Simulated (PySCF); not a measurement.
Species: C7H12N (doublet state).
Cartesian coordinates in Å at the GFN2-xTB level; atoms count from 1:
```xyz
20
C7H12N angstrom
C      2.5961   -0.5452    0.2576
C      1.7464    0.4559   -0.5268
C      0.2757    0.2608   -0.2832
C     -0.5228   -0.2726   -1.1980
C     -1.9923   -0.4831   -1.0056
N     -2.3683   -0.3902    0.3888
C     -1.7237    0.5617    1.1754
C     -0.2441    0.6814    1.0600
H      2.4726   -0.4046    1.3285
H      2.3038   -1.5626    0.0079
H      3.6490   -0.4169    0.0165
H      1.9544    0.3385   -1.5923
H      2.0326    1.4699   -0.2354
H     -0.1403   -0.5701   -2.1646
H     -2.2750   -1.4795   -1.3671
H     -2.5373    0.2541   -1.6235
H     -3.3689   -0.4203    0.5330
H     -2.1755    0.7419    2.1378
H      0.2576    0.0731    1.8312
H      0.0549    1.7186    1.2566
```

The hyperfine couplings belong to this conformer and change with its torsions.

The species is `CCC1=CCN[CH]C1` [radical].

Method: UKS B3LYP, pcH-1 on C H N, non-relativistic, mean-field spin-orbit, GIAO in PySCF. The structure is a single GFN2-xTB conformer in the gas phase; no vibrational or solvent corrections. Couplings are sensitive to structure, and on GFN2-xTB geometries they can be far from those on DFT ones. The SCF solution wasn't tested for stability.

The largest Mulliken spin populations are on C7 (+0.84) and N6 (+0.17). The angles at C7 add up to 351.4°, so it is slightly pyramidal.

(1) List the C–H protons on four-coordinate carbons next to a three-coordinate spin centre, with their couplings and θ (C–H bond against the normal to the plane of the centre's neighbours, projected along the bond that joins the two).

Results:

(1) 
| β H | on | centre | θ (°) | cos²θ | a (G) |
| --- | --- | --- | --- | --- | --- |
| H19 | C8 | C7 | 20 | 0.89 | +31.78 |
| H20 | C8 | C7 | 44 | 0.51 | +13.93 |

Couplings in gauss use g_iso = 2.0027.

The run took 2.3 min (with the writing of density and orbital grids) on one thread of an Intel Xeon at 2.70 GHz, on a shared host, and the process peaked at 1.1 GiB of memory.
